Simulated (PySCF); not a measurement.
**Simulated absorption spectrum**

Compound: C₆H₉BO₂S.
SMILES: `COB(OC)c1cccs1`

Computed with TDDFT wB97X-D/def2-SVPD, vertical, gas phase, core orbitals frozen in the response in PySCF 2.14.0, density-fitted response routines. One conformer (not necessarily the lowest) at the PBE0-D3(BJ)/def2-SVP geometry, without solvent, vibrations or thermal averaging. Torsions of this conformer, `[CH3:1][O:2][B:3]([O:4][CH3:5])[c:6]1[cH:7][cH:8][cH:9][s:10]1`: C1–O2–B3–O4 0°, O2–B3–O4–C5 -179°, O2–B3–C6–C7 0°.

Broadening: Gaussians 0.25 eV wide at half height, area fixed by f = 4.319×10⁻⁹ ∫ε dν̃. The width is an assumption, not a result. The curve ends short of the highest state used, and states not computed would add to its high-energy end.

E (eV), ε (L mol⁻¹ cm⁻¹) and a bar:
```
     5.01         47 
     5.07        295 
     5.13       1340 ##
     5.19       4425 #####
     5.25      10652 #############
     5.30      17471 #####################
     5.36      24087 ############################
     5.42      25460 ##############################
     5.48      22049 ##########################
     5.54      17094 ####################
     5.60      12309 ###############
     5.66       7754 #########
     5.72       3916 #####
     5.78       1498 ##
     5.84        423 
     5.90         87 
     5.95         18 
     6.01          2 
     6.07          0 
     6.13          0 
     6.19          0 
     6.25          1 
     6.31          7 
     6.37         30 
     6.43         90 
     6.49        196 
     6.55        319 
     6.61        394 
     6.66        392 
     6.72        331
```

Question: Locate the maxima and give the states behind the curve.

Answer: 229 nm (5.40 eV), ε about 26000, made up of S1 (90%) and S2 (10%); 187 nm (6.63 eV), ε about 400, made up of S3 (79%) and S4 (16%) (ε in L mol⁻¹ cm⁻¹; maxima over ε = 5, shares over 10%). The states used: S1 5.38 eV (f 0.217); S2 5.57 eV (f 0.089); S3 6.60 eV (f 0.0030); S4 6.72 eV (f 0.0008); S5 6.81 eV (f 0.0009); S6 7.16 eV (f 0.0021); S7 7.17 eV (f 0.023); S8 7.21 eV (f 0.0014); S9 7.26 eV (f 0.162); S10 7.32 eV (f 0.0004).

Question: Does any computed singlet lie in the visible range?

Answer: No computed singlet lies in the visible range (380 to 750 nm); the lowest, at 230 nm, stands 2.12 eV above its violet end (3.26 eV).

Question: Coming from long wavelengths, where does ε first pass 100 L mol⁻¹ cm⁻¹?

Answer: At about 246 nm (5.03 eV), 0.35 eV below S1.

Question: What would ε be at 5.40 eV, the highest of these maxima, with half the width (0.125 eV)?

Answer: About 44900 L mol⁻¹ cm⁻¹ against 25700, a factor of about 1.7; a lone state at its own centre would give exactly 2.

All these states lie below the vertical ionisation energy of 8.69 eV (ΔSCF).
